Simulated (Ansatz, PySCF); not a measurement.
C$_{2}$H$_{8}$GaO$_{2}$P (SMILES C[O][Ga]([PH2])[O]C), singlet, geometry from GFN2-xTB (such geometries of metal compounds can be far from the true shape) (in this run its highest filled SCF level lies above zero, so its values depend strongly on the basis, on diffuse functions most of all), atoms displaced at random by about 0.08 Å a coordinate. Base run: PySCF with R2SCAN/STO-3G, gradient.

Here is a job for PySCF.
```python
from pyscf import gto, scf, dft

mol = gto.M(
    atom='''
Ga    0.093335    0.004766   -0.047474
O    -0.981533   -1.278553    0.217512
C    -2.085050   -1.818693    1.059163
H    -2.790248   -1.006452    1.548395
H    -2.879517   -2.197041    0.317996
H    -1.724962   -2.531773    1.849532
O     1.362591   -0.323157   -0.978952
C     2.023460   -1.476965   -1.565066
H     2.040543   -1.314369   -2.396252
H     2.927823   -1.588382   -1.261551
H     1.519650   -2.413952   -1.123956
P     0.039267    2.494528    0.563890
H    -1.398090    2.524069   -0.294126
H     0.608502    2.583518   -0.577868
''',
    basis='sto-3g',
    charge=0,
    spin=0,
    verbose=4,
)

mf = dft.RKS(mol)
mf.xc = 'r2scan'
mf.kernel()
g = mf.nuc_grad_method()
grad = g.kernel()
```

Programs used: Ansatz (a quantum-chemistry and plane-wave program), PySCF; a row that names a program was run with it.

The coordinate followed is x of atom 12.

Each row names what was changed in the base input (with any setting that the change needs).

```json
[
 {"change": "base", "dE/dx (Eh/bohr)": "0.115129", "net force (Eh/bohr)": "0.006343"},
 {"change": "density fitting = on", "dE/dx (Eh/bohr)": "0.115083", "net force (Eh/bohr)": "0.006342"},
 {"change": "code = ansatz", "dE/dx (Eh/bohr)": "0.114656", "net force (Eh/bohr)": "0.000000"},
 {"change": "finite difference step (bohr) = 0.2; conv_tol = 1e-11", "dE/dx (Eh/bohr)": "0.112811", "net force (Eh/bohr)": "-"},
 {"change": "grid_response = on", "dE/dx (Eh/bohr)": "0.114657", "net force (Eh/bohr)": "0.000000"},
 {"change": "grids.level = 0; grid_response = on", "dE/dx (Eh/bohr)": "0.112877", "net force (Eh/bohr)": "0.000000"},
 {"change": "density fitting = on; auxbasis_response = off", "dE/dx (Eh/bohr)": "0.115417", "net force (Eh/bohr)": "0.008434"},
 {"change": "finite difference step (bohr) = 1e-3; conv_tol = 1e-11", "dE/dx (Eh/bohr)": "0.114658", "net force (Eh/bohr)": "-"},
 {"change": "grids.level = 5; grid_response = on", "dE/dx (Eh/bohr)": "0.114647", "net force (Eh/bohr)": "0.000000"},
 {"change": "grids.level = 1; grid_response = on", "dE/dx (Eh/bohr)": "0.114587", "net force (Eh/bohr)": "0.000000"},
 {"change": "conv_tol = 1e-4", "dE/dx (Eh/bohr)": "0.115053", "net force (Eh/bohr)": "0.006344"},
 {"change": "finite difference step (bohr) = 0.05; conv_tol = 1e-11", "dE/dx (Eh/bohr)": "0.114541", "net force (Eh/bohr)": "-"}
]
```

The net force is zero for an exact gradient.
